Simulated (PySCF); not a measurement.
Coordinates in bohr (charge 0 multiplicity 1):
```
Ta   -0.9862    0.0000   -0.5859
O    -2.6421    2.6084    0.4447
O    -2.6421   -2.6084    0.4447
Br    3.3341    0.0000    1.1661
```

Computed with PBE0/[Ta def2-TZVP with ECP60, O def2-TZVP, Br def2-TZVP], scalar-relativistic core potentials, density fitting, no spin–orbit coupling, PySCF.

This geometry of TaO₂Br is a stationary point at this level.

(1) What is the point group?

(2) Is it a minimum?

(3) List the harmonic modes with their infrared intensities.

(4) Give the ideal-gas entropy at 298.15 K and 1 bar by parts.

Answers

(1) Cs.

(2) Yes: all harmonic wavenumbers are real.

(3) 
```json
{"symmetry": "a'", "ω (cm⁻¹)": "139", "IR (km/mol)": "33.1"}
{"symmetry": "a''", "ω (cm⁻¹)": "157", "IR (km/mol)": "0.4"}
{"symmetry": "a'", "ω (cm⁻¹)": "260", "IR (km/mol)": "32.1"}
{"symmetry": "a'", "ω (cm⁻¹)": "351", "IR (km/mol)": "13.2"}
{"symmetry": "a''", "ω (cm⁻¹)": "956", "IR (km/mol)": "205"}
{"symmetry": "a'", "ω (cm⁻¹)": "1017", "IR (km/mol)": "103"}
```

(4) translation 179.6, rotation 117.0, vibration 35.2, spin 0.0; total 331.9 J/(mol K).

Other isomers or separated fragments may lie lower. No spin–orbit coupling is included, which matters more the heavier the element.
